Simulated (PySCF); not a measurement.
# Two-component Hartree-Fock for Tm⁴⁸⁺ (thulium, charge +48)

Start: [Ar] 3d3; 3d3/2 filled at m_j = -1/2, +1/2, +3/2. Calculated with PySCF 2.14 in an even-tempered Gaussian basis (15 s from 12 bohr⁻², ratio 2.8; 12 p from 16 bohr⁻², ratio 2.8; 8 d from 16 bohr⁻², ratio 2.8; 3 f from 51 bohr⁻², ratio 3): generalised Hartree-Fock with the X2C-1e Hamiltonian and a Gaussian nucleus; one run each with spin-orbit coupling (SO) switched off, then screened by Boettger's factors.

```json
{"spinor shell": "1s1/2", "electrons": "2", "ε, spin-free (eV)": "-62702.6", "ε, screened SO (eV)": "-62684.5", "weight of nominal j (screened SO)": "1.000", "rms radius, screened SO (bohr)": "0.0227"}
{"spinor shell": "2s1/2", "electrons": "2", "ε, spin-free (eV)": "-13125.3", "ε, screened SO (eV)": "-13117.8", "weight of nominal j (screened SO)": "1.000", "rms radius, screened SO (bohr)": "0.0911"}
{"spinor shell": "2p1/2", "electrons": "2", "ε, spin-free (eV)": "-11942.2", "ε, screened SO (eV)": "-12652.8", "weight of nominal j (screened SO)": "1.000", "rms radius, screened SO (bohr)": "0.0777"}
{"spinor shell": "2p3/2", "electrons": "4", "ε, spin-free (eV)": "-11942.2", "ε, screened SO (eV)": "-11639.4", "weight of nominal j (screened SO)": "1.000", "rms radius, screened SO (bohr)": "0.0842"}
{"spinor shell": "3s1/2", "electrons": "2", "ε, spin-free (eV)": "-4906.4", "ε, screened SO (eV)": "-4904.0", "weight of nominal j (screened SO)": "1.000", "rms radius, screened SO (bohr)": "0.225"}
{"spinor shell": "3p1/2", "electrons": "2", "ε, spin-free (eV)": "-4535.9", "ε, screened SO (eV)": "-4721.1", "weight of nominal j (screened SO)": "1.000", "rms radius, screened SO (bohr)": "0.215"}
{"spinor shell": "3d3/2", "electrons": "3", "ε, spin-free (eV)": "-4185.8", "ε, screened SO (eV)": "-4207.4", "weight of nominal j (screened SO)": "0.996", "rms radius, screened SO (bohr)": "0.195"}
```

Q: Where does 3p3/2 lie, and what is the 3p spin-orbit splitting (screened SO)?

A: At -4455.4 eV, 265.69 eV above 3p1/2.

| quantity | spin-free | screened SO |
| --- | --- | --- |
| E (hartree) | -11526.84450 | -11541.52890 |
| M_J | 3/2 | 3/2 |
| ⟨J²⟩ | 6.750 | 3.777 |
| ⟨L²⟩ | 12.000 | 7.785 |
| ⟨S²⟩ | 3.750 | 2.102 |

Each row is a mean over spinors that exchange with the open shell spreads, by up to 22.595 eV (3p1/2).

Breit and QED terms are absent; they matter most for the inner s and p1/2 levels.

Densities and radii are taken from the X2C orbitals without a picture-change correction, which distorts them close to the nucleus.

Without spin-orbit coupling the j labels of p, d and f shells carry no meaning; the spin-free column gives the mean over the occupied spinors of each nl shell, and its ⟨J²⟩ belongs to a mixture of degenerate components.
